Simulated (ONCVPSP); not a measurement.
Logarithmic derivatives: beryllium, ONCV

ONCVPSP 4.0.1 input, shortened (lines: element, Z, core and valence counts, functional; n l f; lmax; l rc ep ncon nbas qcut; lloc lpopt rc5 dvloc0; l nproj debl; icmod fcfact rcfact), PBEsol, scalar-relativistic:

```
  Be 4.00    0    2  -116133      upf
    1    0    2.00
    2    0    2.00
    2
    0    0.70    0.00    3    7   14.70
    1    0.60    0.18    3    7   19.30
    2    0.60    0.16    4    7   17.60
    2    5    0.60    0.00
    0    3    2.50
    1    2    3.10
    2    0    2.90
    0    0.00    0.00
```

The phase is arctan(r·R′/R) of the radial function R(r), unwrapped; energies in Ha, scanned from -5 to 5 Ha. A pole is an energy at which the radial function vanishes at the test radius. The pseudo phase is shifted by a multiple of π to meet the all-electron one at the reference energy, and phase errors are pseudo minus all-electron; the curves can meet again beyond the range given. Levels narrower than the energy grid can be missing from the lists of poles.

Q: For each channel, where are the poles, and over which energies does the pseudopotential scatter like the atom?

A:

```json
{"channel": "s", "radius (bohr)": "0.71", "reference energy (Ha)": "-0.20", "poles, all-electron": "-1.94", "poles, pseudo": "-1.94", "unbroken range about the reference energy with phases within 0.05 rad": "the whole range", "phase error 1 Ha above the reference energy (rad)": "-0.000"}
{"channel": "p", "radius (bohr)": "0.61", "reference energy (Ha)": "0.18", "poles, all-electron": "none", "poles, pseudo": "none", "unbroken range about the reference energy with phases within 0.05 rad": "the whole range", "phase error 1 Ha above the reference energy (rad)": "-0.000"}
{"channel": "d", "radius (bohr)": "0.61", "reference energy (Ha)": "0.16", "poles, all-electron": "none", "poles, pseudo": "none", "unbroken range about the reference energy with phases within 0.05 rad": "the whole range", "phase error 1 Ha above the reference energy (rad)": "+0.000"}
```

Phases in the d channel:

| E (Ha) | all-electron | pseudo |
| --- | --- | --- |
| -4.96 | 1.125 | 1.125 |
| -4.72 | 1.120 | 1.120 |
| -4.48 | 1.115 | 1.115 |
| -4.24 | 1.110 | 1.110 |
| -4.00 | 1.105 | 1.105 |
| -3.76 | 1.099 | 1.099 |
| -3.52 | 1.094 | 1.094 |
| -3.28 | 1.088 | 1.088 |
| -3.04 | 1.082 | 1.082 |
| -2.80 | 1.076 | 1.076 |
| -2.56 | 1.070 | 1.070 |
| -2.32 | 1.064 | 1.064 |
| -2.08 | 1.057 | 1.057 |
| -1.84 | 1.051 | 1.051 |
| -1.60 | 1.044 | 1.044 |
| -1.36 | 1.037 | 1.037 |
| -1.12 | 1.029 | 1.029 |
| -0.88 | 1.022 | 1.022 |
| -0.64 | 1.014 | 1.014 |
| -0.40 | 1.006 | 1.006 |
| -0.16 | 0.997 | 0.997 |
| 0.08 | 0.989 | 0.989 |
| 0.32 | 0.980 | 0.980 |
| 0.56 | 0.970 | 0.970 |
| 0.80 | 0.961 | 0.961 |
| 1.04 | 0.951 | 0.951 |
| 1.28 | 0.940 | 0.940 |
| 1.52 | 0.930 | 0.930 |
| 1.76 | 0.918 | 0.918 |
| 2.00 | 0.907 | 0.907 |
| 2.24 | 0.895 | 0.895 |
| 2.48 | 0.882 | 0.882 |
| 2.72 | 0.870 | 0.870 |
| 2.96 | 0.856 | 0.856 |
| 3.20 | 0.842 | 0.842 |
| 3.44 | 0.828 | 0.828 |
| 3.68 | 0.812 | 0.812 |
| 3.92 | 0.797 | 0.797 |
| 4.16 | 0.780 | 0.780 |
| 4.40 | 0.763 | 0.763 |
| 4.64 | 0.745 | 0.745 |
| 4.88 | 0.726 | 0.727 |
